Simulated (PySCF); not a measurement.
Ge(H)(OH)2(OMe) (CH6GeO3), SMILES [O](C)[GeH]([OH])[OH].

Geometry optimised at B3LYP-D3(BJ)/def2-SVP. The structure was generated by enumeration, and PubChem lists no compound with its InChIKey, so it may never have been made. One conformer was computed; it need not be the lowest.

Vertical ionisation energy (IE) and electron affinity (EA) in eV. Rows of orbital energies are one-electron estimates. Where ΔSCF, EOM or ADC give a negative EA the extra electron is unbound and the value depends on the basis.

| level | IE | EA |
|---|---|---|
| −ε(HOMO), −ε(LUMO), HF/def2-TZVP (PySCF) | [?] | [?] |
| −ε(HOMO), −ε(LUMO), PBE/def2-TZVP (PySCF) | 6.53 | 0.67 |

### Question
Complete the blanks. (An estimate is asked for; the answer gives what the named calculation found.)

### Answer

- −ε(HOMO), −ε(LUMO), HF/def2-TZVP (PySCF), IE: 12.29
- −ε(HOMO), −ε(LUMO), HF/def2-TZVP (PySCF), EA: -3.49
